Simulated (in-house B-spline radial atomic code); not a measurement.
A fraction x of an electron is removed from 5p in Cs2+, starting from [Kr] 4d10 5s2 5p5 and keeping the highest spin. Computed with a B-spline radial code for spherical atoms: scalar-relativistic (X2C) BHandHLYP, spin-polarised, spherical fractional occupations, Fermi nucleus of rms radius 4.8041 fm.

Caution: exact exchange at fractional occupations of open shells leaves self-interaction of up to several eV.

```
   x  E(x) - E(0) (eV)  5p down level (eV)
   0            0.0000             -29.287
0.08            2.3689             -29.937
0.16            4.7900             -30.590
0.36           11.0721             -32.234
 0.4           12.3681             -32.565
 0.5           15.6661             -33.395
0.54           17.0086             -33.729
0.72           23.2152             -35.237
0.76           24.6314             -35.574
0.89           29.3274             -36.674
   1           33.4130             -37.611
```

The exact functional would give a straight line between the two integer points. Deviations E(x) - E(0) - x[E(1) - E(0)], in eV: -0.304 at x = 0.08, -0.556 at x = 0.16, -0.957 at x = 0.36, -0.997 at x = 0.4, -1.04 at x = 0.5, -1.034 at x = 0.54, -0.842 at x = 0.72, -0.762 at x = 0.76, -0.41 at x = 0.89.

The curve lies below the straight line by up to 1.04 eV (at x = 0.5): convex, the delocalisation error, to which spherically averaged exact exchange adds.

Q: How well does Slater's transition state (minus the level at half occupation) give the ionisation energy?

A: It gives 33.395 eV against 33.413 eV from the two total energies; NIST lists 33.20 eV, ground level to ground level. The end point has an open shell averaged over its orbitals, so its exact exchange keeps a self-interaction and this is no true integer point.
